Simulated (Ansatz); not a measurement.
Total energies of `COc1ccc(-c2ccc(-c3ccc(-c4ccc(-c5ccc(C(F)=C(F)F)cc5)o4)o3)o2)cc1` from Ansatz at PBE-D4/def2-TZVP, gas phase (1 Eh = 27.2114 eV = 2625.5 kJ/mol). The reference geometry is relaxed at PBE-D4/def2-SVP.

| state | geometry | energy (Eh) |
| --- | --- | --- |
| charge 0 singlet | reference | -1638.27285 |
| charge 1 doublet | reference | -1638.05677 |
| charge -1 doublet | reference | -1638.31621 |
| free C atom (triplet) | – | -37.79597 |
| free O atom (triplet) | – | -75.00967 |
| free F atom (doublet) | – | -99.66912 |
| free H atom (doublet) | – | -0.49962 |

Single mean-field runs in def2-TZVP are fitted with def2-universal-jkfit.

(1) Work out the vertical ionisation energy to the doublet.

(2) Work out the vertical electron affinity, to the doublet.

(3) Give the fundamental gap IE − EA, the Mulliken electronegativity (IE + EA)/2 and the hardness (IE − EA)/2.

(4) What is the binding energy per atom against free atoms?

(1) E(charge 1 doublet) − E(charge 0 singlet) = -1638.05677 − (-1638.27285) = 0.21608 Eh = 5.88 eV. For comparison, −ε of the highest occupied level is 4.36 eV at this level, 1.52 eV less.

(2) E(charge 0 singlet) − E(charge -1 doublet) = -1638.27285 − (-1638.31621) = 0.04336 Eh = 1.18 eV. The basis lacks diffuse functions, which makes affinities too small.

(3) From the values in Eh: IE − EA = 0.21608 − 0.04336 = 0.17272 Eh = 4.70 eV; (IE + EA)/2 = 3.53 eV; (IE − EA)/2 = 2.35 eV. The HOMO–LUMO gap of the same run is 1.78 eV, 2.92 eV smaller than the fundamental gap.

(4) Atoms: 27 × (-37.79597) + 4 × (-75.00967) + 3 × (-99.66912) + 17 × (-0.49962) = -1628.03077 Eh. Binding: -1628.03077 − (-1638.27285) = 10.24208 Eh = 278.70 eV, or 5.46 eV for each of 51 atoms (no zero-point energy, no counterpoise term).

At PBE-D4/def2-TZVP the highest occupied level of the charge -1 doublet lies above zero (up to 0.28 eV). By energy differences its removal costs 1.18 eV (vertical, to the charge 0 singlet, at PBE-D4/def2-TZVP); self-interaction error and the lack of diffuse functions both raise the level.
